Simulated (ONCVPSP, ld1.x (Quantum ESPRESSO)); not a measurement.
## Potentials for B compared

Generated with ld1.x 7.5 (TM, RRKJ, ultrasoft, PAW), atompaw 4.2 or ONCVPSP 4.0.1. The cutoff is in Ry: for ld1.x and atompaw files where the sum of valence levels is converged to 10 mRy in a Bessel basis, for ONCV files where the hardest occupied wave has 1 mHa per electron of residual kinetic energy. The error is the largest all-electron minus pseudo excitation energy over each file’s own four to seven test configurations (ionisations up to +4, promotions, holes and added fractions of an electron), all of which were solved. The labels leave out finer settings (local radius, basis sizes, second energies), which also bear on the numbers. Spin-polarised tests are not counted. The rows are a selection from randomly drawn settings: files with unsolved tests, undetermined cutoffs or missed reference levels are left out.

| potential | cutoff (Ry) | largest error (meV) | bound ghosts |
| --- | --- | --- | --- |
| RRKJ, PBE, non-relativistic, rc 1.55/2.55 (sp), local p, core correction no, reference 2s1.75 2p1.25 | 30 | +192 | none |
| TM, LDA (PZ), scalar-relativistic, rc 0.90/3.30 (sp), local s, core correction yes, reference 2s1 2p0 | 80 | +917 | none |
| ONCV, PBE, scalar-relativistic, rc 1.70/2.10 (sp), local s, core correction yes, reference 2s2 2p1, qcut 3/5.4, projectors 0/2 | 51 | +117 | none |
| TM semilocal, LDA (PZ), scalar-relativistic, rc 1.10/2.90/2.65 (spd), local p, core correction yes, reference 2s1.75 2p1.25 | 21 | +285 | none |
| TM, PBE, scalar-relativistic, rc 1.10/3.20/3.50 (spd), local d, core correction yes, reference 2s2 2p0 | 25 | +215 | none |
| TM semilocal, LDA (PZ), scalar-relativistic, rc 1.45/2.55/2.60 (spd), local s, core correction no, reference 2s2 2p0.75 | 21 | +177 | none |
| TM semilocal, BP86, scalar-relativistic, rc 1.00/2.30 (sp), local p, core correction no, reference 2s1.75 2p1.25 | 55 | +146 | none |

(1) Fill in the row for B: ultrasoft, LDA (PZ), scalar-relativistic, rc 1.45/2.35 (sp), local smoothed, core correction yes, reference 2s1.75 2p1.25.

(2) Fill in the row for B: ultrasoft, LDA (PZ), scalar-relativistic, rc 1.35/2.55 (sp), local smoothed, core correction yes, reference 2s2 2p0.

Results:

(1) cutoff 10 Ry, largest error -140 meV, bound ghosts: none.

(2) cutoff 12 Ry, largest error +38 meV, bound ghosts: none.
